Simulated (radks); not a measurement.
The praseodymium ion Pr13+, 46 electrons, occupied as [Kr] 4d10. All-electron calculation, Dirac Kohn-Sham, PBE, spin-unpolarised, spherical densities, finite nucleus; Fermi nuclear charge, rms radius 4.8919 fm. Program: a radial shooting solver on a logarithmic mesh with Libxc functionals.

Unscreened Slater integrals over Kohn-Sham orbitals (hartree). Large and small components are both included.

\begin{tabular}{lr}
integral & value \\ \hline
F0(4d5/2,4d5/2) & 1.2972 \\
F2(4d5/2,4d5/2) & 0.66526 \\
F4(4d5/2,4d5/2) & 0.44784 \\
F0(4d5/2,4d3/2) & 1.3046 \\
F2(4d5/2,4d3/2) & 0.66858 \\
G2(4d5/2,4d3/2) & 0.66745 \\
G4(4d5/2,4d3/2) & 0.44933 \\
F0(4d5/2,4p3/2) & 1.3350 \\
F2(4d5/2,4p3/2) & 0.68975 \\
G1(4d5/2,4p3/2) & 0.87405 \\
G3(4d5/2,4p3/2) & 0.55057 \\
F0(4d5/2,4p1/2) & 1.3589 \\
G3(4d5/2,4p1/2) & 0.55555 \\
F0(4d3/2,4d3/2) & 1.3123 \\
F2(4d3/2,4d3/2) & 0.67217 \\
F0(4d3/2,4p3/2) & 1.3431 \\
F2(4d3/2,4p3/2) & 0.69398 \\
G1(4d3/2,4p3/2) & 0.87751 \\
G3(4d3/2,4p3/2) & 0.55332 \\
F0(4d3/2,4p1/2) & 1.3677 \\
G1(4d3/2,4p1/2) & 0.89398 \\
F0(4p3/2,4p3/2) & 1.3781 \\
F2(4p3/2,4p3/2) & 0.72490 \\
F0(4p3/2,4p1/2) & 1.4044 \\
G2(4p3/2,4p1/2) & 0.73278 \\
F0(4p1/2,4p1/2) & 1.4329 \\
\end{tabular}
